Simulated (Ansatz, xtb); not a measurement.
Ranking isomers of C5H6F2OS

9 gas-phase structures of C5H6F2OS, from a drawn sample of its isomers (lower ones may exist). Each was relaxed with GFN2-xTB; where two conformers were screened, the lower at r2SCAN-D4/def2-SVP is listed:

A. `O=[S@@]1C=CCC(F)(F)C1`, a singlet
B. `FC1(F)OCC12CSC2`, a singlet
C. `O=C1C[C@@H](F)SC[C@H]1F`, a singlet
D. `FC/C=C/OC(=S)CF`, a singlet
E. `O=[S@@]1C=C[C@H](C(F)F)C1`, a singlet
F. `O=[S@@]1C=C(C(F)F)CC1`, a singlet
G. `C=C1OC(F)(F)CCS1`, a singlet
H. `C[C@@]1(F)CC(F)=C[S@]1=O`, a singlet
I. `C[C@@]1(F)C[S@@](=O)C=C1F`, a singlet

Question: Make a reasoned guess at their ranking by r2SCAN-D4/def2-SVP single-point energy.

Answer: Calculated order at r2SCAN-D4/def2-SVP: G (0.0), C (2.1), B (20.2), D (38.1), A (38.9), E (40.7), F (42.6), H (42.9), I (44.8) kcal/mol. Less than 1 kcal/mol parts D and A; F and H, so the order within those pairs means little.

Energies above the lowest of each column, in kcal/mol; the last columns are at PBE-D3(BJ)/def2-SVP geometries and were run for some of them only (a dash: not run or not comparable):

```json
{"structure": "G", "GFN2-xTB": "0.0", "HF/STO-3G": "3.2", "r2SCAN-D4/def2-SVP": "0.0", "PBE-D3(BJ)/def2-SVP": "0.0", "CCSD(T)/def2-SVP + ΔMP2/def2-TZVPP": "0.7"}
{"structure": "C", "GFN2-xTB": "5.3", "HF/STO-3G": "3.3", "r2SCAN-D4/def2-SVP": "2.1", "PBE-D3(BJ)/def2-SVP": "1.0", "CCSD(T)/def2-SVP + ΔMP2/def2-TZVPP": "0.0"}
{"structure": "B", "GFN2-xTB": "7.4", "HF/STO-3G": "0.0", "r2SCAN-D4/def2-SVP": "20.2", "PBE-D3(BJ)/def2-SVP": "17.2", "CCSD(T)/def2-SVP + ΔMP2/def2-TZVPP": "18.2"}
{"structure": "D", "GFN2-xTB": "26.2", "HF/STO-3G": "68.4", "r2SCAN-D4/def2-SVP": "38.1", "PBE-D3(BJ)/def2-SVP": "–", "CCSD(T)/def2-SVP + ΔMP2/def2-TZVPP": "–"}
{"structure": "A", "GFN2-xTB": "18.8", "HF/STO-3G": "126.0", "r2SCAN-D4/def2-SVP": "38.9", "PBE-D3(BJ)/def2-SVP": "–", "CCSD(T)/def2-SVP + ΔMP2/def2-TZVPP": "–"}
{"structure": "E", "GFN2-xTB": "18.9", "HF/STO-3G": "127.5", "r2SCAN-D4/def2-SVP": "40.7", "PBE-D3(BJ)/def2-SVP": "–", "CCSD(T)/def2-SVP + ΔMP2/def2-TZVPP": "–"}
{"structure": "F", "GFN2-xTB": "19.6", "HF/STO-3G": "126.2", "r2SCAN-D4/def2-SVP": "42.6", "PBE-D3(BJ)/def2-SVP": "–", "CCSD(T)/def2-SVP + ΔMP2/def2-TZVPP": "–"}
{"structure": "H", "GFN2-xTB": "17.3", "HF/STO-3G": "122.9", "r2SCAN-D4/def2-SVP": "42.9", "PBE-D3(BJ)/def2-SVP": "–", "CCSD(T)/def2-SVP + ΔMP2/def2-TZVPP": "–"}
{"structure": "I", "GFN2-xTB": "20.3", "HF/STO-3G": "126.3", "r2SCAN-D4/def2-SVP": "44.8", "PBE-D3(BJ)/def2-SVP": "–", "CCSD(T)/def2-SVP + ΔMP2/def2-TZVPP": "–"}
```

CCSD(T)/def2-SVP + ΔMP2/def2-TZVPP puts C lowest of those it was run on, with G within 1 kcal/mol; HF/STO-3G picks B. CCSD(T)/def2-SVP + ΔMP2/def2-TZVPP orders those it was run on as C (0.0), G (0.7), B (18.2) kcal/mol. Less than 1 kcal/mol parts C and G, so the order within that pair means little. Some further structures that were screened fall inside this span and aren't listed. Flexible structures stand in one conformer each, not always the lowest. Frequencies (GFN2-xTB) were run for B, C, G alone. ΔMP2 is the change of the MP2 energy from the smaller to the larger basis.

Over these structures GFN2-xTB departs from r2SCAN-D4/def2-SVP by 8.7 kcal/mol on average once a common shift is removed. A GFN2-xTB relaxation took about 0.12 s and the r2SCAN-D4/def2-SVP energy about 2.7 s on a shared host (Ansatz 0.2.0, xtb 6.7.1).
